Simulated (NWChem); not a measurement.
Program: NWChem. System: H2Pb, charge 1, spin multiplicity 2, at the geometry of a parent with another charge or spin, in a state set for the comparison that need not be this species' ground state. Its SCF solution wasn't tested for a lower state. Level: UB3LYP/x2c-SVPall-2c, scalar ZORA, VWN1-RPA local correlation.

Input file:

```
start mol
memory heap 200 mb stack 900 mb global 1100 mb
charge 1
geometry units angstroms nocenter noautoz noautosym
  Pb     0.000000     0.000000    -0.031246
  H      1.309236     0.000000     1.281078
  H     -1.309236     0.000000     1.281078
end
basis spherical
  * library x2c-svpall-2c
end
relativistic
  zora on
end
dft
  xc b3lyp
  odft
  mult 2
  semidirect memsize 60000000 filesize 0
  iterations 100
  grid fine
end
task dft energy
```

NWChem printed:

```
             Northwest Computational Chemistry Package (NWChem) 7.3.0
             --------------------------------------------------------

                                NWChem Input Module
                                -------------------

 Scaling coordinates for geometry "geometry" by  1.889725989
 (inverse scale =  0.529177249)

                             Geometry "geometry" -> ""
                             -------------------------

 Output coordinates in angstroms (scale by  1.889725989 to convert to a.u.)

  No.       Tag          Charge          X              Y              Z
 ---- ---------------- ---------- -------------- -------------- --------------
    1 Pb                  82.0000     0.00000000     0.00000000    -0.03124600
    2 H                    1.0000     1.30923600     0.00000000     1.28107800
    3 H                    1.0000    -1.30923600     0.00000000     1.28107800

 Effective nuclear repulsion energy (a.u.)      47.0186978472

            Nuclear Dipole moment (a.u.)
            ----------------------------
        X                 Y               Z
 ---------------- ---------------- ----------------
     0.0000000000     0.0000000000    -0.0000302356


 Summary of "ao basis" -> "" (spherical)
 ------------------------------------------------------------------------------
       Tag                 Description            Shells   Functions and Types
 ---------------- ------------------------------  ------  ---------------------
 *                       x2c-svpall-2c                on all atoms

                                 NWChem DFT Module
                                 -----------------

 Summary of "ao basis" -> "ao basis" (spherical)
 ------------------------------------------------------------------------------
       Tag                 Description            Shells   Functions and Types
 ---------------- ------------------------------  ------  ---------------------
 Pb                      x2c-svpall-2c              27       89   7s11p7d2f
 H                       x2c-svpall-2c               3        5   2s1p

 Summary of "ao basis" -> "ao basis" (spherical)
 ------------------------------------------------------------------------------
       Tag                 Description            Shells   Functions and Types
 ---------------- ------------------------------  ------  ---------------------
 Pb                      x2c-svpall-2c              27       89   7s11p7d2f
 H                       x2c-svpall-2c               3        5   2s1p

            General Information
            -------------------
          SCF calculation type: DFT
          Wavefunction type:  spin polarized.
          No. of atoms     :     3
          No. of electrons :    83
           Alpha electrons :    42
            Beta electrons :    41
          Charge           :     1
          Spin multiplicity:     2
          Use of symmetry is: off; symmetry adaption is: off
          Maximum number of iterations: 100
          AO basis - number of functions:    99
                     number of shells:    33
          Convergence on energy requested:  1.00D-06
          Convergence on density requested:  1.00D-05
          Convergence on gradient requested:  5.00D-04

              XC Information
              --------------
                         B3LYP Method XC Potential
                     Hartree-Fock (Exact) Exchange  0.200
                        Slater Exchange Functional  0.800 local
                    Becke 1988 Exchange Functional  0.720 non-local
              Lee-Yang-Parr Correlation Functional  0.810
                  VWN I RPA Correlation Functional  0.190 local

             Grid Information
             ----------------
          Grid used for XC integration:  fine
          Radial quadrature: Mura-Knowles
          Angular quadrature: Lebedev.
          Tag              B.-S. Rad. Rad. Pts. Rad. Cut. Ang. Pts.
          ---              ---------- --------- --------- ---------
          Pb                  1.80      141           8.0       974
          H                   0.35       60           9.0       590
          Grid pruning is: on
          Number of quadrature shells:   261
          Spatial weights used:  Erf1

          Convergence Information
          -----------------------
          Convergence aids based upon iterative change in
          total energy or number of iterations.
          Levelshifting, if invoked, occurs when the
          HOMO/LUMO gap drops below (HL_TOL):  1.00D-02
          DIIS, if invoked, will attempt to extrapolate
          using up to (NFOCK): 10 stored Fock matrices.

                    Damping( 0%)  Levelshifting(0.5)       DIIS
                  --------------- ------------------- ---------------
          dE  on:    start            ASAP                start
          dE off:    2 iters        100 iters           100 iters

      Screening Tolerance Information
      -------------------------------
          Density screening/tol_rho:  1.00D-10
          AO Gaussian exp screening on grid/accAOfunc:  14
          CD Gaussian exp screening on grid/accCDfunc:  20
          XC Gaussian exp screening on grid/accXCfunc:  20
          Schwarz screening/accCoul:  1.00D-08

 dft: using ZORA

      Superposition of Atomic Density Guess
      -------------------------------------

 Sum of atomic energies:      -16820.67235169
          Performing ZORA calculations
          ----------------------------

       Generating atomic ZORA corrections
       ----------------------------------

 In dft_scf:: zora:Knucl= F
[...]
  ----- ------------  ---------------      ----- ------------  ---------------
    90      0.359129  2 H  s                 95     -0.359129  3 H  s
    26      0.350713  1 Pb px                91      0.200436  2 H  s
    96     -0.200436  3 H  s                 54      0.186387  1 Pb d  1
    17     -0.169305  1 Pb px                29      0.150700  1 Pb px
    14      0.146160  1 Pb px                23     -0.129871  1 Pb px

 Vector   42  Occ=1.000000D+00  E=-5.213314D-01
              MO Center= -1.7D-07,  5.1D-08,  2.1D-01, r^2= 3.1D+00
   Bfn.  Coefficient  Atom+Function         Bfn.  Coefficient  Atom+Function
  ----- ------------  ---------------      ----- ------------  ---------------
     6      0.455671  1 Pb s                 28     -0.432386  1 Pb pz
     5     -0.341179  1 Pb s                 90     -0.281786  2 H  s
    95     -0.281786  3 H  s                 31     -0.219751  1 Pb pz
     7      0.207529  1 Pb s                 19      0.194275  1 Pb pz
    91     -0.176842  2 H  s                 96     -0.176842  3 H  s

 Vector   43  Occ=0.000000D+00  E=-3.523574D-01
              MO Center= -3.0D-08, -8.8D-08, -2.4D-02, r^2= 3.1D+00
   Bfn.  Coefficient  Atom+Function         Bfn.  Coefficient  Atom+Function
  ----- ------------  ---------------      ----- ------------  ---------------
    27      0.609948  1 Pb py                30      0.555230  1 Pb py
    18     -0.258745  1 Pb py                15      0.222971  1 Pb py
    24     -0.217638  1 Pb py                12     -0.117905  1 Pb py
     9      0.037434  1 Pb py

 Vector   44  Occ=0.000000D+00  E=-2.256195D-01
              MO Center=  1.1D-07,  1.8D-08, -2.9D-02, r^2= 4.1D+00
   Bfn.  Coefficient  Atom+Function         Bfn.  Coefficient  Atom+Function
  ----- ------------  ---------------      ----- ------------  ---------------
    29      0.897614  1 Pb px                91     -0.595060  2 H  s
    96      0.595060  3 H  s                 26      0.484322  1 Pb px
    90     -0.224202  2 H  s                 95      0.224202  3 H  s
    54     -0.211219  1 Pb d  1              17     -0.190682  1 Pb px
    23     -0.165750  1 Pb px                14      0.162906  1 Pb px

 Vector   45  Occ=0.000000D+00  E=-1.992628D-01
              MO Center= -2.1D-08,  2.7D-08,  1.8D-01, r^2= 4.4D+00
   Bfn.  Coefficient  Atom+Function         Bfn.  Coefficient  Atom+Function
  ----- ------------  ---------------      ----- ------------  ---------------
    31      0.954991  1 Pb pz                91     -0.789239  2 H  s
    96     -0.789239  3 H  s                  6      0.658548  1 Pb s
    28      0.447707  1 Pb pz                 7      0.411041  1 Pb s
     5     -0.389988  1 Pb s                 90     -0.228775  2 H  s
    95     -0.228775  3 H  s                 19     -0.163059  1 Pb pz

                     DFT Final Beta Molecular Orbital Analysis
                     -----------------------------------------

 Vector   39  Occ=1.000000D+00  E=-1.120400D+00
              MO Center=  3.3D-09, -3.1D-09, -2.9D-02, r^2= 5.5D-01
   Bfn.  Coefficient  Atom+Function         Bfn.  Coefficient  Atom+Function
  ----- ------------  ---------------      ----- ------------  ---------------
    53      0.864765  1 Pb d  0              55     -0.628497  1 Pb d  2
    48     -0.398551  1 Pb d  0              50      0.289700  1 Pb d  2
    43      0.146813  1 Pb d  0              45     -0.106712  1 Pb d  2

 Vector   40  Occ=1.000000D+00  E=-7.587365D-01
              MO Center= -8.0D-08,  3.0D-08,  2.9D-01, r^2= 1.8D+00
   Bfn.  Coefficient  Atom+Function         Bfn.  Coefficient  Atom+Function
  ----- ------------  ---------------      ----- ------------  ---------------
     6      0.903540  1 Pb s                  5     -0.739147  1 Pb s
     4      0.234431  1 Pb s                  7      0.214508  1 Pb s
     3     -0.151984  1 Pb s                 90      0.140716  2 H  s
    95      0.140716  3 H  s                 28      0.077367  1 Pb pz
     2      0.045446  1 Pb s                 19     -0.037548  1 Pb pz

 Vector   41  Occ=1.000000D+00  E=-5.137879D-01
              MO Center=  1.6D-07,  1.1D-08,  7.5D-01, r^2= 2.8D+00
   Bfn.  Coefficient  Atom+Function         Bfn.  Coefficient  Atom+Function
  ----- ------------  ---------------      ----- ------------  ---------------
    26      0.404689  1 Pb px                90      0.305160  2 H  s
    95     -0.305160  3 H  s                 29      0.215647  1 Pb px
    17     -0.188467  1 Pb px                91      0.178132  2 H  s
    96     -0.178132  3 H  s                 54      0.168580  1 Pb d  1
    14      0.162547  1 Pb px                23     -0.148076  1 Pb px

 Vector   42  Occ=0.000000D+00  E=-4.289046D-01
              MO Center= -1.4D-07,  4.4D-08,  2.1D-01, r^2= 3.2D+00
   Bfn.  Coefficient  Atom+Function         Bfn.  Coefficient  Atom+Function
  ----- ------------  ---------------      ----- ------------  ---------------
    28     -0.412945  1 Pb pz                 6      0.408872  1 Pb s
     5     -0.312866  1 Pb s                 31     -0.268441  1 Pb pz
    90     -0.251300  2 H  s                 95     -0.251300  3 H  s
     7      0.223709  1 Pb s                 19      0.196988  1 Pb pz
    91     -0.186705  2 H  s                 96     -0.186705  3 H  s

 Vector   43  Occ=0.000000D+00  E=-3.457675D-01
              MO Center= -3.0D-08, -7.4D-08,  1.2D-03, r^2= 3.1D+00
   Bfn.  Coefficient  Atom+Function         Bfn.  Coefficient  Atom+Function
  ----- ------------  ---------------      ----- ------------  ---------------
    27      0.597683  1 Pb py                30      0.565902  1 Pb py
    18     -0.257623  1 Pb py                15      0.221481  1 Pb py
    24     -0.213613  1 Pb py                12     -0.116902  1 Pb py
     9      0.037134  1 Pb py

 Vector   44  Occ=0.000000D+00  E=-2.029347D-01
              MO Center=  9.8D-08,  1.2D-08,  9.0D-02, r^2= 4.4D+00
   Bfn.  Coefficient  Atom+Function         Bfn.  Coefficient  Atom+Function
  ----- ------------  ---------------      ----- ------------  ---------------
    29      0.941485  1 Pb px                91     -0.670494  2 H  s
    96      0.670494  3 H  s                 26      0.422126  1 Pb px
    90     -0.230365  2 H  s                 95      0.230365  3 H  s
    54     -0.209776  1 Pb d  1              17     -0.168916  1 Pb px
    23     -0.145797  1 Pb px                14      0.143871  1 Pb px

   alpha - beta orbital overlaps
   -----------------------------

   alpha      1      2      3      4      5      6      7      8      9     10
    beta      1      2      3      4      5      6      7      8      9     10
 overlap   1.000  1.000  1.000  1.000  1.000  1.000  1.000  1.000  1.000  0.999

   alpha     11     12     13     14     15     16     17     18     19     20
    beta     11     12     13     14     15     16     17     18     19     20
 overlap   1.000  1.000  1.000  0.999  1.000  1.000  1.000  1.000  0.999  1.000

   alpha     21     22     23     24     25     26     27     28     29     30
    beta     21     22     23     24     25     26     27     28     29     30
 overlap   1.000  1.000  0.999  1.000  0.997  1.000  0.999  1.000  0.997  1.000

   alpha     31     32     33     34     35     36     37     38     39     40
    beta     31     32     33     34     35     36     38     37     39     40
 overlap   0.999  1.000  1.000  1.000  0.992  1.000  1.000  1.000  0.993  0.999

   alpha     41     42     43     44     45     46     47     48     49     50
    beta     41     42     43     44     45     46     48     47     50     52
 overlap   0.995  0.999  1.000  0.995  0.997  0.998  0.982  1.000  0.982  0.775

   alpha     51     52     53     54     55     56     57     58     59     60
    beta     49     51     53     54     55     56     57     59     58     60
 overlap   0.775  1.000  0.998  0.999  0.998  0.999  0.997  0.998  0.998  0.997

   alpha     61     62     63     64     65     66     67     68     69     70
    beta     61     62     63     64     65     66     67     68     69     70
 overlap   0.996  0.993  0.999  0.998  0.996  0.998  0.994  1.000  1.000  1.000

   alpha     71     72     73     74     75     76     77     78     79     80
    beta     71     72     73     74     75     76     77     78     79     80
 overlap   1.000  1.000  1.000  1.000  1.000  1.000  1.000  1.000  1.000  1.000

   alpha     81     82     83     84     85     86     87     88     89     90
    beta     81     82     83     84     85     86     87     88     89     90
 overlap   1.000  1.000  1.000  1.000  1.000  1.000  1.000  1.000  1.000  1.000

   alpha     91     92     93     94     95     96     97     98     99
    beta     91     92     93     94     95     96     97     98     99
 overlap   1.000  1.000  1.000  1.000  1.000  1.000  1.000  1.000  1.000

     --------------------------
     Expectation value of S2:
     --------------------------
      <S2> =      0.7616 (Exact =     0.7500)

 center of mass
 --------------
 x =   0.00000000 y =   0.00000000 z =  -0.03524228

 moments of inertia (a.u.)
 ------------------
          12.277392617134           0.000000000000           0.000000000000
           0.000000000000          24.615503574951           0.000000000000
           0.000000000000           0.000000000000          12.338110957817

     Multipole analysis of the density
     ---------------------------------

     L   x y z        total         alpha         beta         nuclear
     -   - - -        -----         -----         ----         -------
     0   0 0 0      1.000000    -42.000000    -41.000000     84.000000

     1   1 0 0     -0.000000      0.000000     -0.000000      0.000000
     1   0 1 0     -0.000000     -0.000000      0.000000      0.000000
     1   0 0 1     -0.102043     -0.372051      0.270038     -0.000030

     2   2 0 0    -21.656510    -18.896823    -15.002002     12.242315
     2   1 1 0     -0.000000     -0.000000     -0.000000      0.000000
     2   1 0 1     -0.000001      0.000000     -0.000001      0.000000
     2   0 2 0    -19.134814    -10.201104     -8.933710      0.000000
     2   0 1 1      0.000000      0.000000     -0.000000      0.000000
     2   0 0 2    -20.337374    -19.482871    -12.861776     12.007273

 Task  times  cpu:       58.2s     wall:       58.2s

 Total times  cpu:       58.3s     wall:       58.3s
```
